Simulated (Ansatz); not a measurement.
`C[Se][Sn]([CH3])([F])[Cl]` + `[CH3][SnH3]` → `C[Se][SnH3]` + `[CH3][Sn]([CH3])([F])[Cl]`  (redistribution)

Program: Ansatz. Geometries: PBE0-D4/def2-TZVP. ΔE: electronic, gas phase. CCSD(T)/CBS is the MP2 limit (def2-TZVPP, def2-QZVPP) plus CCSD(T) − MP2 in def2-TZVPP, frozen cores. Functionals use def2-TZVPP. def2 core potentials past Kr. For Se, Sn outer-core shells are correlated without core-valence functions, which leaves a few kJ/mol of doubt a bond. Scalar relativity is left out up to krypton. Each species was taken in one conformer, which may not be the lowest.

```json
{"level": "r2SCAN", "ΔE (eV)": "-0.01"}
{"level": "SCS-MP2/def2-TZVPP", "ΔE (eV)": "-0.02"}
```

What does CCSD(T)/CBS give? (Best estimate.)

The calculation gave: -0.03 eV. The listed levels differ from it by 0.02, 0.01 eV.

Largest T1 diagnostic among the species: 0.012.

In def2-TZVPP, CCSD(T) changes the Hartree–Fock value by +0.07 eV (the triples alone add +0.02 eV) and MP2 by +0.09 eV. The D4 term adds +0.04 eV with B3LYP and +0.02 eV with PBE0; it sums over pairs of atoms, weighted by their polarisabilities, and B3LYP, whose exchange is more repulsive, gets the larger term.

B3LYP here is the variant with VWN-RPA as its local correlation; programs differ in this.
